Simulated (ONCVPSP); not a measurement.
**Which change was made? (C, ONCV)**

* Element: C
* Generator: ONCVPSP 4.0.1
* Type: optimised norm-conserving Vanderbilt (ONCV)
* Functional: PBE
* Relativity: scalar-relativistic
* Frozen core: [He]
* Valence charge: 4
* Reference configuration: 2s2 2p2
* Partial waves: 2s: rc 1.10 bohr, ncon 4, nbas 8, qcut 4.7 1/bohr, 2 projectors, debl 3 Ha; 2p: rc 1.10 bohr, ncon 3, nbas 8, qcut 8.3 1/bohr, local; d scattering state at 0.16 Ha: rc 1.50 bohr, ncon 4, nbas 7, qcut 5.7 1/bohr, 2 projectors, debl 0.4 Ha
* Local potential: the p channel
* Core correction: polynomial model core, fcfact 0.4

Cutoffs, loose and tight: the cutoffs (Ha) at which the residual kinetic energy of the hardest occupied pseudo-wave falls to 1 and 0.1 mHa per electron. They do not see the model core or the augmentation charge, which bear on the density cutoff. Test errors are all-electron minus pseudo excitation energies from the reference, over the configurations 2s2 2p1; 2s2 2p0; 2s1 2p0; 2s0 2p4; variants that change the core or the reference have their own tests.

The base gives: outcome: generated; cutoff, loose: 64 Ha; cutoff, tight: 135 Ha; bound ghosts: none; GHOST(+) flags above zero: d; largest test error (meV): +139.

Q: After one change the result is: outcome: generated; cutoff, loose: 114 Ha; cutoff, tight: 191 Ha; bound ghosts: d; GHOST(+) flags above zero: s; largest test error (meV): +205. Which change was it?
A. s: qcut 3.4; p: qcut 6; d: qcut 4.1
B. core correction Teter function fitted to the true core (icmod 2), fcfact 0.6
C. all radii but the core radius scaled by about 1.28 (s 1.40, p 1.40, d 1.92 bohr)

A: A. The others give: all radii but the core radius scaled by about 1.28 (s 1.40, p 1.40, d 1.92 bohr) → outcome: generated; cutoff, loose: 22 Ha; cutoff, tight: 80 Ha; bound ghosts: none; GHOST(+) flags above zero: d; largest test error (meV): +202 | core correction Teter function fitted to the true core (icmod 2), fcfact 0.6 → outcome: generated; cutoff, loose: 64 Ha; cutoff, tight: 135 Ha; bound ghosts: none; GHOST(+) flags above zero: d; largest test error (meV): +175.
